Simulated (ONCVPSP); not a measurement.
# Cutoff test, promethium, ONCV

* Element: promethium
* Generator: ONCVPSP 4.0.1
* Type: optimised norm-conserving Vanderbilt (ONCV)
* Functional: PBE
* Relativity: scalar-relativistic
* Frozen core: [Kr] 4d10
* Valence charge: 15
* Reference configuration: 4f5 5s2 5p6 6s2
* Partial waves: 5s+6s: rc 2.45 bohr, ncon 3, nbas 8, qcut 3.9 1/bohr, 2 projectors; 5p: rc 2.05 bohr, ncon 4, nbas 7, qcut 6.7 1/bohr, 2 projectors, debl 2 Ha; d scattering state at 0.21 Ha: rc 2.05 bohr, ncon 4, nbas 8, qcut 3.9 1/bohr, 2 projectors, debl 2.7 Ha; 4f: rc 1.40 bohr, ncon 5, nbas 9, qcut 10.8 1/bohr, 2 projectors, debl 3.2 Ha
* Local potential: polynomial inside 1.00 bohr (lpopt 5, dvloc0 0 Ha)
* Core correction: polynomial model core, fcfact 0.65

In the d channel the program set the typed energies aside and used 0.050, 2.750 Ha.

Q: For each optimised wave give the share of its norm inside rc, the residual kinetic energy above qcut (Ha) and the cutoffs (Ha) for errors of 10, 1, 0.1 and 0.01 mHa per electron.

A:

| wave | norm inside rc | residual KE | 10 mHa | 1 mHa | 0.1 mHa | 0.01 mHa |
| --- | --- | --- | --- | --- | --- | --- |
| 5s | 0.966 | 2.4e-05 | 2.4 | 3.4 | 6.4 | 21.8 |
| 6s | 0.071 | 4.8e-05 | 1.9 | 3.1 | 7.0 | 19.0 |
| 5p | 0.759 | 8.1e-07 | 9.8 | 14.5 | 17.7 | 19.9 |
| p projector 2 | 0.088 | 4.0e-06 | 9.1 | 15.1 | 18.5 | 21.6 |
| d projector 1 | 0.442 | 7.4e-04 | 5.3 | 7.3 | 12.6 | 25.5 |
| d projector 2 | 0.132 | 5.4e-03 | 7.2 | 8.6 | 14.8 | 26.9 |
| 4f | 0.785 | 2.2e-03 | 52.6 | 81.8 | 170.1 | not reached |
| f projector 2 | 0.112 | 5.7e-03 | 55.8 | 115.6 | 200.0 | 221.0 |

The occupied waves need 82 Ha and 170 Ha for 1 and 0.1 mHa. Note: ghosts flagged at negative energy: s at -155.4 eV; GHOST(+) flagged for p at 44.7 eV, d at 178.0 eV. A true bound ghost makes a file unfit for plane-wave use. Tests left out (the all-electron energies of this program are off by 10 to 40 meV for near-neutral 4f atoms).
